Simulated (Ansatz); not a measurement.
`OC(F)([SiH3])CF` at its PBE0-D4/def2-TZVP geometry, where that method's forces vanish. Charge 0, multiplicity 1.

```xyz
12

O     1.5246    0.5620   -0.3392
C     0.3226   -0.1043   -0.3571
F     0.3634   -1.1022   -1.3441
Si    0.1079   -1.0014    1.3288
C    -0.8198    0.8204   -0.7176
F    -0.4560    1.5885   -1.8114
H     1.5524    1.1531   -1.1041
H     0.0736    0.0084    2.4162
H     1.2510   -1.9263    1.4957
H    -1.1755   -1.7474    1.2998
H    -1.0324    1.5007    0.1118
H    -1.7120    0.2486   -0.9789
```

Problem. What forces (eV/Å) does ωB97M-V/def2-TZVPP give on these atoms in the Gaussian-basis code of Ansatz? (Best estimate.)

Solution. Computed: 
```
O1   0.203  0.168 -0.071
C2  -0.218 -0.071  0.293
F3   0.006 -0.130 -0.151
Si4  0.013 -0.059  0.071
C5  -0.224 -0.075  0.211
F6   0.084  0.122 -0.190
H7   0.023 -0.032  0.047
H8   0.003 -0.109 -0.137
H9  -0.136  0.114 -0.026
H10  0.143  0.091 -0.005
H11  0.019 -0.058 -0.067
H12  0.082  0.040  0.025
```
